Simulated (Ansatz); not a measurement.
```yaml
crystal:
  periodic: [false, false, false]
  atoms:
    - {symbol: O, position_ang: [-2.102609, -1.676428, 0.524725]}
    - {symbol: In, position_ang: [-0.505109, -0.619093, 1.091129]}
    - {symbol: O, position_ang: [1.321944, -1.362340, 0.727011]}
    - {symbol: O, position_ang: [-0.702377, 0.801483, 2.482750]}
    - {symbol: N, position_ang: [-0.411740, 0.817848, -0.719038]}
    - {symbol: Si, position_ang: [1.121222, 0.693789, -1.626473]}
    - {symbol: H, position_ang: [-1.882677, -2.589699, 0.328980]}
    - {symbol: H, position_ang: [1.946925, -1.170028, 1.429204]}
    - {symbol: H, position_ang: [-1.507089, 0.705116, 2.996194]}
    - {symbol: H, position_ang: [-0.567750, 1.734902, -0.310012]}
    - {symbol: H, position_ang: [-1.230561, 0.588760, -1.274996]}
    - {symbol: H, position_ang: [2.209386, 1.100600, -0.716598]}
    - {symbol: H, position_ang: [1.066430, 1.635459, -2.778156]}
    - {symbol: H, position_ang: [1.231007, -0.689669, -2.126019]}
basis:
  gaussian: {orbitals: def2-mTZVPP, point_charges: [{charge: -1.00, position_ang: [5.506, 0.259, -0.771]}]}
hamiltonian: {xc: {name: B3LYP-D3}}
accuracy: high
scf: {lower_state_search: full}
```

```sh
$ ansatz run in.yaml --threads 4 --pin off --events-out ev --progress --plain --max-ram 11315MiB
```

**Question.** How does Ansatz answer? (Best estimate.)

**Answer.** Computed: The program refused the input.
```
Error: YAML parse error: error: line 20 column 19: hamiltonian.xc: no functional is named "B3LYP-D3"; the names, which are not case-sensitive, are SVWN5, SPW92, PBE, PBE0, PBEsol, revPBE, revPBE0, RPBE, rPW86-PBE, HSE06, wPBEh, LC-wPBE, HISS, HF, BLYP, B3LYP, B3LYP5, BHLYP, CAM-B3LYP, r2SCAN, r2SCANh, r2SCAN0, r2SCAN50, m-r2SCAN, B97, wB97, wB97X, wB97X-V, B97M-V, wB97M-V, B2PLYP, B2GP-PLYP, PBE0-DH, PBE-QIDH
18 | basis:
19 |   gaussian: {orbitals: def2-mTZVPP, point_charges: [{charge: -1.00, position_ang: […
20 | hamiltonian: {xc: {name: B3LYP-D3}}
21 | accuracy: high
22 | scf: {lower_state_search: full}
```

HSE06 is defined as in plane-wave codes.
